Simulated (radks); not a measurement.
N I, configuration [He] 2s2 2p3. Method: scalar-relativistic Kohn-Sham, r2SCAN, spin-polarised, spherical densities, finite nucleus; open shells are filled with parallel spins first; meta-GGA in the generalised Kohn-Sham scheme; Fermi nuclear charge, rms radius 2.5582 fm; computed with a radial shooting solver on a logarithmic mesh with Libxc functionals.

Normalised radial functions P(r) = r R(r), r in bohr:

r          2s up
0.02105   0.1499
0.02612   0.1793
0.03216   0.2112
0.03992   0.2476
0.04954   0.2860
0.06148   0.3243
0.07631   0.3590
0.09471   0.3849
0.1175    0.3951
0.1459    0.3812
0.1811    0.3339
0.2247    0.2449
0.2789    0.1095
0.3461   -0.0713
0.4261   -0.2793
0.5289   -0.5068
0.6564   -0.7117
0.8147   -0.8548
1.011    -0.9038
1.255    -0.8490
1.557    -0.7075
1.933    -0.5190
2.399    -0.3307
2.977    -0.1787
3.695    -0.0789
4.586    -0.0271
5.692    -0.0070

2s up: eigenvalue -21.381 eV, 1 radial node at r = 0.320 bohr, <r> = 1.30 bohr, 90 % of the charge inside 2.08 bohr.
